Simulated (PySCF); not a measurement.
# Computed records: BFHN

All values are calculated (PySCF 2.14.0). Calculation on a computer-drawn molecule: vertical ionisation energy to the stated ion spin, frozen-core CCSD(T) at the basis limit and cheaper methods, single-reference cases, UHF for radicals, no spin-orbit; all values are single points at the evaluated structure, the first of each entry, which is the reference or a displaced copy of it and isn't optimised; the reference structure only sets the zero of the energies above reference; triples share is (T) over the correlation energy.

Common to all runs: charge 0; multiplicity 1; ion multiplicity 2; diffuse functions no; basis cc-pVnZ; reference is the Hartree-Fock double-zeta minimum; best is HF at quadruple zeta + MP2 correlation extrapolated from triple and quadruple zeta + CCSD(T) minus MP2 at triple zeta; basis step is the size of the change from the same recipe one zeta lower.

(1) 
```xyz
4
formula=BFHN ionisation_energy_best=11.92 ionisation_energy_basis_step=0.07843 energy_above_reference_best=5.322 energy_above_reference_basis_step=0.1434 ionisation_energy_Koopmans_at_triple_zeta=12.23 ionisation_energy_EOM_CCSD_at_triple_zeta=11.74 total_energy_HF_triple_zeta=-179.2691 total_energy_CCSD(T)_triple_zeta=-179.8347 total_energy_best=-179.9261 T1_diagnostic_at_triple_zeta=0.01237 D1_diagnostic_at_triple_zeta=0.03059 ion_T1_diagnostic_at_triple_zeta=0.01893 ion_D1_diagnostic_at_triple_zeta=0.0798 ion_spin_squared_at_triple_zeta=0.7578 triples_share_at_triple_zeta=0.03559 basis_functions_triple_zeta=104 dipole_magnitude_HF_at_triple_zeta=0.9785 dipole_magnitude_CCSD_unrelaxed_at_triple_zeta=1.056 dipole_magnitude_PBE_at_triple_zeta=0.9507 dipole_magnitude_r2SCAN_at_triple_zeta=0.9281 dipole_magnitude_B3LYP_at_triple_zeta=0.9884 dipole_magnitude_wB97X_at_triple_zeta=0.9393
N      0.0129    -0.3304     0.2335
B     -0.9025    -0.0618    -0.4485
F     -1.9258     0.0952    -1.2745
H      0.7938    -0.4524     0.8436
```

Units: ionisation_energy_best, ionisation_energy_basis_step, ionisation_energy_Koopmans_at_triple_zeta, ionisation_energy_EOM_CCSD_at_triple_zeta in eV; energy_above_reference_best, energy_above_reference_basis_step in kcal/mol; total_energy_HF_triple_zeta, total_energy_CCSD(T)_triple_zeta, total_energy_best in hartree; dipole_magnitude_HF_at_triple_zeta, dipole_magnitude_CCSD_unrelaxed_at_triple_zeta, dipole_magnitude_PBE_at_triple_zeta, dipole_magnitude_r2SCAN_at_triple_zeta, dipole_magnitude_B3LYP_at_triple_zeta, dipole_magnitude_wB97X_at_triple_zeta in debye.

Reference structure:
```xyz
4
BFHN
N      0.0500    -0.3300     0.2233
B     -0.9055    -0.1195    -0.5101
F     -1.9174     0.1034    -1.2869
H      0.8184    -0.4994     0.8132
```

Drawn bonds:
```tsv
atom	other atom	order
1	2	2
2	3	1
1	4	1
```

Triple zeta:
```tsv
method	ionisation energy (eV)	energy above reference (kcal/mol)
HF	10.25	4.517
PBE	11.61	5.584
r2SCAN	11.52	5.324
B3LYP	11.7	4.977
wB97X	11.64	4.976
MP2	11.88	5.786
CCSD	11.62	5.335
CCSD(T)	11.72	5.647
```

(2) 
```xyz
4
formula=BFHN ionisation_energy_best=11 ionisation_energy_basis_step=0.08214 energy_above_reference_best=9.862 energy_above_reference_basis_step=0.9539 ionisation_energy_Koopmans_at_triple_zeta=11.18 ionisation_energy_EOM_CCSD_at_triple_zeta=10.8 total_energy_HF_triple_zeta=-179.2507 total_energy_CCSD(T)_triple_zeta=-179.8295 total_energy_best=-179.9189 T1_diagnostic_at_triple_zeta=0.01606 D1_diagnostic_at_triple_zeta=0.04196 ion_T1_diagnostic_at_triple_zeta=0.01828 ion_D1_diagnostic_at_triple_zeta=0.05772 ion_spin_squared_at_triple_zeta=0.7625 triples_share_at_triple_zeta=0.03992 basis_functions_triple_zeta=104 dipole_magnitude_HF_at_triple_zeta=0.3498 dipole_magnitude_CCSD_unrelaxed_at_triple_zeta=0.494 dipole_magnitude_PBE_at_triple_zeta=0.3816 dipole_magnitude_r2SCAN_at_triple_zeta=0.3374 dipole_magnitude_B3LYP_at_triple_zeta=0.384 dipole_magnitude_wB97X_at_triple_zeta=0.3298
N      0.0129    -0.3304     0.2335
B     -1.0360    -0.0226    -0.5479
F     -2.0593     0.1344    -1.3739
H      0.7938    -0.4524     0.8436
```

Units: ionisation_energy_best, ionisation_energy_basis_step, ionisation_energy_Koopmans_at_triple_zeta, ionisation_energy_EOM_CCSD_at_triple_zeta in eV; energy_above_reference_best, energy_above_reference_basis_step in kcal/mol; total_energy_HF_triple_zeta, total_energy_CCSD(T)_triple_zeta, total_energy_best in hartree; dipole_magnitude_HF_at_triple_zeta, dipole_magnitude_CCSD_unrelaxed_at_triple_zeta, dipole_magnitude_PBE_at_triple_zeta, dipole_magnitude_r2SCAN_at_triple_zeta, dipole_magnitude_B3LYP_at_triple_zeta, dipole_magnitude_wB97X_at_triple_zeta in debye.

Reference structure:
```xyz
4
BFHN
N      0.0500    -0.3300     0.2233
B     -0.9055    -0.1195    -0.5101
F     -1.9174     0.1034    -1.2869
H      0.8184    -0.4994     0.8132
```

Drawn bonds:
```tsv
atom	other atom	order
1	2	2
2	3	1
1	4	1
```

Triple zeta:
```tsv
method	ionisation energy (eV)	energy above reference (kcal/mol)
HF	9.127	16.11
PBE	10.78	7.707
r2SCAN	10.6	10.13
B3LYP	10.77	10.63
wB97X	10.66	11.16
MP2	10.98	8.479
CCSD	10.65	10.46
CCSD(T)	10.79	8.898
```

(3) 
```xyz
4
formula=BFHN ionisation_energy_best=10.91 ionisation_energy_basis_step=0.08278 energy_above_reference_best=12.89 energy_above_reference_basis_step=1.04 ionisation_energy_Koopmans_at_triple_zeta=11.09 ionisation_energy_EOM_CCSD_at_triple_zeta=10.71 total_energy_HF_triple_zeta=-179.2445 total_energy_CCSD(T)_triple_zeta=-179.8248 total_energy_best=-179.9140 T1_diagnostic_at_triple_zeta=0.01656 D1_diagnostic_at_triple_zeta=0.04345 ion_T1_diagnostic_at_triple_zeta=0.01846 ion_D1_diagnostic_at_triple_zeta=0.05644 ion_spin_squared_at_triple_zeta=0.7633 triples_share_at_triple_zeta=0.04044 basis_functions_triple_zeta=104 dipole_magnitude_HF_at_triple_zeta=0.3426 dipole_magnitude_CCSD_unrelaxed_at_triple_zeta=0.4429 dipole_magnitude_PBE_at_triple_zeta=0.3326 dipole_magnitude_r2SCAN_at_triple_zeta=0.2936 dipole_magnitude_B3LYP_at_triple_zeta=0.3357 dipole_magnitude_wB97X_at_triple_zeta=0.2975
N      0.0129    -0.3304     0.2335
B     -1.0500    -0.0185    -0.5584
F     -2.0733     0.1385    -1.3844
H      0.7938    -0.4524     0.8436
```

Units: ionisation_energy_best, ionisation_energy_basis_step, ionisation_energy_Koopmans_at_triple_zeta, ionisation_energy_EOM_CCSD_at_triple_zeta in eV; energy_above_reference_best, energy_above_reference_basis_step in kcal/mol; total_energy_HF_triple_zeta, total_energy_CCSD(T)_triple_zeta, total_energy_best in hartree; dipole_magnitude_HF_at_triple_zeta, dipole_magnitude_CCSD_unrelaxed_at_triple_zeta, dipole_magnitude_PBE_at_triple_zeta, dipole_magnitude_r2SCAN_at_triple_zeta, dipole_magnitude_B3LYP_at_triple_zeta, dipole_magnitude_wB97X_at_triple_zeta in debye.

Reference structure:
```xyz
4
BFHN
N      0.0500    -0.3300     0.2233
B     -0.9055    -0.1195    -0.5101
F     -1.9174     0.1034    -1.2869
H      0.8184    -0.4994     0.8132
```

Drawn bonds:
```tsv
atom	other atom	order
1	2	2
2	3	1
1	4	1
```

Triple zeta:
```tsv
method	ionisation energy (eV)	energy above reference (kcal/mol)
HF	9.02	19.99
PBE	10.69	10.5
r2SCAN	10.51	13.22
B3LYP	10.68	13.79
wB97X	10.57	14.42
MP2	10.9	11.35
CCSD	10.56	13.62
CCSD(T)	10.7	11.83
```

(4) 
```xyz
4
formula=BFHN ionisation_energy_best=10.68 ionisation_energy_basis_step=0.08487 energy_above_reference_best=23.02 energy_above_reference_basis_step=1.255 ionisation_energy_Koopmans_at_triple_zeta=10.82 ionisation_energy_EOM_CCSD_at_triple_zeta=10.47 total_energy_HF_triple_zeta=-179.2243 total_energy_CCSD(T)_triple_zeta=-179.8090 total_energy_best=-179.8979 T1_diagnostic_at_triple_zeta=0.01808 D1_diagnostic_at_triple_zeta=0.04798 ion_T1_diagnostic_at_triple_zeta=0.01917 ion_D1_diagnostic_at_triple_zeta=0.05653 ion_spin_squared_at_triple_zeta=0.7661 triples_share_at_triple_zeta=0.04196 basis_functions_triple_zeta=104 dipole_magnitude_HF_at_triple_zeta=0.4368 dipole_magnitude_CCSD_unrelaxed_at_triple_zeta=0.3153 dipole_magnitude_PBE_at_triple_zeta=0.2299 dipole_magnitude_r2SCAN_at_triple_zeta=0.2363 dipole_magnitude_B3LYP_at_triple_zeta=0.2534 dipole_magnitude_wB97X_at_triple_zeta=0.3038
N      0.0129    -0.3304     0.2335
B     -1.0898    -0.0068    -0.5881
F     -2.1131     0.1502    -1.4141
H      0.7938    -0.4524     0.8436
```

Units: ionisation_energy_best, ionisation_energy_basis_step, ionisation_energy_Koopmans_at_triple_zeta, ionisation_energy_EOM_CCSD_at_triple_zeta in eV; energy_above_reference_best, energy_above_reference_basis_step in kcal/mol; total_energy_HF_triple_zeta, total_energy_CCSD(T)_triple_zeta, total_energy_best in hartree; dipole_magnitude_HF_at_triple_zeta, dipole_magnitude_CCSD_unrelaxed_at_triple_zeta, dipole_magnitude_PBE_at_triple_zeta, dipole_magnitude_r2SCAN_at_triple_zeta, dipole_magnitude_B3LYP_at_triple_zeta, dipole_magnitude_wB97X_at_triple_zeta in debye.

Reference structure:
```xyz
4
BFHN
N      0.0500    -0.3300     0.2233
B     -0.9055    -0.1195    -0.5101
F     -1.9174     0.1034    -1.2869
H      0.8184    -0.4994     0.8132
```

Drawn bonds:
```tsv
atom	other atom	order
1	2	2
2	3	1
1	4	1
```

Triple zeta:
```tsv
method	ionisation energy (eV)	energy above reference (kcal/mol)
HF	8.724	32.66
PBE	10.47	20.02
r2SCAN	10.27	23.55
B3LYP	10.44	24.31
wB97X	10.31	25.3
MP2	10.68	21.1
CCSD	10.3	24.21
CCSD(T)	10.47	21.75
```

(5) 
```xyz
4
formula=BFHN ionisation_energy_best=10.55 ionisation_energy_basis_step=0.08631 energy_above_reference_best=30.08 energy_above_reference_basis_step=1.365 ionisation_energy_Koopmans_at_triple_zeta=10.67 ionisation_energy_EOM_CCSD_at_triple_zeta=10.33 total_energy_HF_triple_zeta=-179.2105 total_energy_CCSD(T)_triple_zeta=-179.7979 total_energy_best=-179.8866 T1_diagnostic_at_triple_zeta=0.0191 D1_diagnostic_at_triple_zeta=0.05097 ion_T1_diagnostic_at_triple_zeta=0.01973 ion_D1_diagnostic_at_triple_zeta=0.06048 ion_spin_squared_at_triple_zeta=0.7683 triples_share_at_triple_zeta=0.04294 basis_functions_triple_zeta=104 dipole_magnitude_HF_at_triple_zeta=0.5462 dipole_magnitude_CCSD_unrelaxed_at_triple_zeta=0.258 dipole_magnitude_PBE_at_triple_zeta=0.2142 dipole_magnitude_r2SCAN_at_triple_zeta=0.2645 dipole_magnitude_B3LYP_at_triple_zeta=0.2628 dipole_magnitude_wB97X_at_triple_zeta=0.3709
N      0.0129    -0.3304     0.2335
B     -1.1140     0.0003    -0.6061
F     -2.1373     0.1573    -1.4321
H      0.7938    -0.4524     0.8436
```

Units: ionisation_energy_best, ionisation_energy_basis_step, ionisation_energy_Koopmans_at_triple_zeta, ionisation_energy_EOM_CCSD_at_triple_zeta in eV; energy_above_reference_best, energy_above_reference_basis_step in kcal/mol; total_energy_HF_triple_zeta, total_energy_CCSD(T)_triple_zeta, total_energy_best in hartree; dipole_magnitude_HF_at_triple_zeta, dipole_magnitude_CCSD_unrelaxed_at_triple_zeta, dipole_magnitude_PBE_at_triple_zeta, dipole_magnitude_r2SCAN_at_triple_zeta, dipole_magnitude_B3LYP_at_triple_zeta, dipole_magnitude_wB97X_at_triple_zeta in debye.

Reference structure:
```xyz
4
BFHN
N      0.0500    -0.3300     0.2233
B     -0.9055    -0.1195    -0.5101
F     -1.9174     0.1034    -1.2869
H      0.8184    -0.4994     0.8132
```

Drawn bonds:
```tsv
atom	other atom	order
1	2	2
2	3	1
1	4	1
```

Triple zeta:
```tsv
method	ionisation energy (eV)	energy above reference (kcal/mol)
HF	8.55	41.33
PBE	10.34	26.73
r2SCAN	10.13	30.76
B3LYP	10.3	31.62
wB97X	10.16	32.87
MP2	10.56	27.96
CCSD	10.16	31.6
CCSD(T)	10.33	28.71
```

(6) 
```xyz
4
formula=BFHN ionisation_energy_best=11.02 ionisation_energy_basis_step=0.08173 energy_above_reference_best=25.67 energy_above_reference_basis_step=0.7343 ionisation_energy_Koopmans_at_triple_zeta=11.17 ionisation_energy_EOM_CCSD_at_triple_zeta=10.84 total_energy_HF_triple_zeta=-179.2277 total_energy_CCSD(T)_triple_zeta=-179.8040 total_energy_best=-179.8937 T1_diagnostic_at_triple_zeta=0.0165 D1_diagnostic_at_triple_zeta=0.04372 ion_T1_diagnostic_at_triple_zeta=0.01859 ion_D1_diagnostic_at_triple_zeta=0.06003 ion_spin_squared_at_triple_zeta=0.7615 triples_share_at_triple_zeta=0.03956 basis_functions_triple_zeta=104 dipole_magnitude_HF_at_triple_zeta=0.6475 dipole_magnitude_CCSD_unrelaxed_at_triple_zeta=0.3722 dipole_magnitude_PBE_at_triple_zeta=0.3459 dipole_magnitude_r2SCAN_at_triple_zeta=0.4038 dipole_magnitude_B3LYP_at_triple_zeta=0.4071 dipole_magnitude_wB97X_at_triple_zeta=0.4918
N      0.0668    -0.3276     0.3200
B     -0.9714    -0.2152    -0.5469
F     -1.9913     0.1429    -1.2819
H      0.7886    -0.4675     0.7665
```

Units: ionisation_energy_best, ionisation_energy_basis_step, ionisation_energy_Koopmans_at_triple_zeta, ionisation_energy_EOM_CCSD_at_triple_zeta in eV; energy_above_reference_best, energy_above_reference_basis_step in kcal/mol; total_energy_HF_triple_zeta, total_energy_CCSD(T)_triple_zeta, total_energy_best in hartree; dipole_magnitude_HF_at_triple_zeta, dipole_magnitude_CCSD_unrelaxed_at_triple_zeta, dipole_magnitude_PBE_at_triple_zeta, dipole_magnitude_r2SCAN_at_triple_zeta, dipole_magnitude_B3LYP_at_triple_zeta, dipole_magnitude_wB97X_at_triple_zeta in debye.

Reference structure:
```xyz
4
BFHN
N      0.0500    -0.3300     0.2233
B     -0.9055    -0.1195    -0.5101
F     -1.9174     0.1034    -1.2869
H      0.8184    -0.4994     0.8132
```

Drawn bonds:
```tsv
atom	other atom	order
1	2	2
2	3	1
1	4	1
```

Triple zeta:
```tsv
method	ionisation energy (eV)	energy above reference (kcal/mol)
HF	9.148	30.5
PBE	10.82	24.75
r2SCAN	10.64	26
B3LYP	10.81	26.61
wB97X	10.69	27.28
MP2	11	24.52
CCSD	10.68	26.27
CCSD(T)	10.82	24.9
```

(7) 
```xyz
4
formula=BFHN ionisation_energy_best=10.19 ionisation_energy_basis_step=0.08783 energy_above_reference_best=34.04 energy_above_reference_basis_step=0.77 ionisation_energy_Koopmans_at_triple_zeta=10.34 ionisation_energy_EOM_CCSD_at_triple_zeta=9.949 total_energy_HF_triple_zeta=-179.2156 total_energy_CCSD(T)_triple_zeta=-179.7889 total_energy_best=-179.8803 T1_diagnostic_at_triple_zeta=0.01594 D1_diagnostic_at_triple_zeta=0.04257 ion_T1_diagnostic_at_triple_zeta=0.01535 ion_D1_diagnostic_at_triple_zeta=0.0453 ion_spin_squared_at_triple_zeta=0.7625 triples_share_at_triple_zeta=0.0392 basis_functions_triple_zeta=104 dipole_magnitude_HF_at_triple_zeta=1.382 dipole_magnitude_CCSD_unrelaxed_at_triple_zeta=0.9164 dipole_magnitude_PBE_at_triple_zeta=0.9489 dipole_magnitude_r2SCAN_at_triple_zeta=1.055 dipole_magnitude_B3LYP_at_triple_zeta=1.036 dipole_magnitude_wB97X_at_triple_zeta=1.178
N      0.0179    -0.4445     0.3152
B     -1.0187    -0.1046    -0.5635
F     -1.8853     0.1524    -1.2772
H      0.8084    -0.4964     0.9191
```

Units: ionisation_energy_best, ionisation_energy_basis_step, ionisation_energy_Koopmans_at_triple_zeta, ionisation_energy_EOM_CCSD_at_triple_zeta in eV; energy_above_reference_best, energy_above_reference_basis_step in kcal/mol; total_energy_HF_triple_zeta, total_energy_CCSD(T)_triple_zeta, total_energy_best in hartree; dipole_magnitude_HF_at_triple_zeta, dipole_magnitude_CCSD_unrelaxed_at_triple_zeta, dipole_magnitude_PBE_at_triple_zeta, dipole_magnitude_r2SCAN_at_triple_zeta, dipole_magnitude_B3LYP_at_triple_zeta, dipole_magnitude_wB97X_at_triple_zeta in debye.

Reference structure:
```xyz
4
BFHN
N      0.0500    -0.3300     0.2233
B     -0.9055    -0.1195    -0.5101
F     -1.9174     0.1034    -1.2869
H      0.8184    -0.4994     0.8132
```

Drawn bonds:
```tsv
atom	other atom	order
1	2	2
2	3	1
1	4	1
```

Triple zeta:
```tsv
method	ionisation energy (eV)	energy above reference (kcal/mol)
HF	8.244	38.09
PBE	10.02	33.49
r2SCAN	9.821	34.36
B3LYP	9.975	35.34
wB97X	9.85	36.11
MP2	10.16	34.18
CCSD	9.81	35.57
CCSD(T)	9.967	34.41
```

(8) 
```xyz
4
formula=BFHN
N      0.0179    -0.4445     0.3152
B     -1.0187    -0.1046    -0.5635
F     -1.8853     0.1524    -1.2772
H      0.6902    -0.4886     0.8288
```

Reference structure:
```xyz
4
BFHN
N      0.0500    -0.3300     0.2233
B     -0.9055    -0.1195    -0.5101
F     -1.9174     0.1034    -1.2869
H      0.8184    -0.4994     0.8132
```

Drawn bonds:
```tsv
atom	other atom	order
1	2	2
2	3	1
1	4	1
```

Question: Give the missing ionisation energy Koopmans at triple zeta for BFHN (entry 8).
Answer: 10.47 eV

Question: Estimate the dipole magnitude HF at triple zeta of BFHN (entry 8).
Answer: 1.666 debye

Question: BFHN (entry 8): T1 diagnostic at triple zeta?
Answer: 0.01591

Question: Give the missing triples share at triple zeta for BFHN (entry 8).
Answer: 0.03844

Further results for BFHN (entry 8):

- ionisation energy best: 10.33 eV
- ionisation energy basis step: 0.08706 eV
- energy above reference best: 50.97 kcal/mol
- energy above reference basis step: 0.9583 kcal/mol
- ionisation energy EOM CCSD at triple zeta: 10.11 eV
- total energy HF triple zeta: -179.1917 hartree
- total energy CCSD(T) triple zeta: -179.7616 hartree
- total energy best: -179.8533 hartree
- D1 diagnostic at triple zeta: 0.04249
- ion T1 diagnostic at triple zeta: 0.01514
- ion D1 diagnostic at triple zeta: 0.04444
- ion spin squared at triple zeta: 0.761
- basis functions triple zeta: 104
- dipole magnitude CCSD unrelaxed at triple zeta: 1.182 debye
- dipole magnitude PBE at triple zeta: 1.205 debye
- dipole magnitude r2SCAN at triple zeta: 1.321 debye
- dipole magnitude B3LYP at triple zeta: 1.3 debye
- dipole magnitude wB97X at triple zeta: 1.44 debye

Triple zeta:
```tsv
method	ionisation energy (eV)	energy above reference (kcal/mol)
HF	8.406	53.13
PBE	10.18	51.71
r2SCAN	9.978	51.34
B3LYP	10.14	52.28
wB97X	10.01	53.03
MP2	10.3	51.31
CCSD	9.967	52.34
CCSD(T)	10.12	51.54
```
